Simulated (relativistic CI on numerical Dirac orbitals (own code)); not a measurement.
## V4+: 3s photoemission

Computed with this model: Dirac-Coulomb-Breit CI, separate exchange-only KLI orbitals for each configuration, a model potential for QED, valence Slater integrals scaled by 0.9, multiplet model of photoemission in the sudden approximation; configurations [Ar] 3d → [Ne] 3s 3p6 3d; 300 K; Lorentzian 1.5 eV and Gaussian 0.6 eV FWHM. Energies are those of the free ion, without screening or charge transfer. The energies are binding energies and can lie tens of eV above those of solids. Without intra-shell correlation the exchange splitting of an s hole comes out too large, often by half or more. S is read from ⟨S²⟩ = S(S + 1).

Computed curve for free ion, scaled to 100 at the maximum (points under 2 are left out and the grid is thinned):

Energy (eV), Intensity and a bar:
```
    133.0        2.1 
    133.2        2.2 
    133.4        2.4 
    133.8        2.8 
    134.0        3.0 
    134.2        3.3 
    134.4        3.6 
    134.6        3.9 #
    134.8        4.3 #
    135.2        5.3 #
    135.4        5.9 #
    135.6        6.7 #
    135.8        7.6 ##
    136.0        8.7 ##
    136.4       11.7 ###
    136.6       13.8 ####
    136.8       16.5 ####
    137.0       20.1 ######
    137.2       24.8 #######
    137.6       39.7 ############
    137.8       50.9 ###############
    138.0       64.8 ###################
    138.2       79.9 ########################
    138.4       93.1 ############################
    138.6      100.0 ##############################
    139.0       87.9 ##########################
    139.2       73.5 ######################
    139.4       58.9 #################
    139.6       46.4 ##############
    139.8       36.7 ###########
    140.2       24.4 #######
    140.4       20.7 ######
    140.6       18.1 #####
    140.8       16.4 ####
    141.0       15.3 ####
    141.4       15.1 ####
    141.6       16.0 ####
    141.8       17.7 #####
    142.0       20.4 ######
    142.2       24.0 #######
    142.4       28.4 ########
    142.8       35.1 ##########
    143.0       35.0 ##########
    143.2       32.1 #########
    143.4       27.5 ########
    143.6       22.4 ######
    144.0       14.2 ####
    144.2       11.5 ###
    144.4        9.4 ##
    144.6        7.8 ##
    144.8        6.6 #
    145.2        5.0 #
    145.4        4.4 #
    145.6        3.9 #
    145.8        3.5 
    146.0        3.1 
    146.2        2.8 
    146.6        2.4 
    146.8        2.2 
    147.0        2.0
```

The ground state has S = 0.50, and the centroid lies at 139.70 eV.
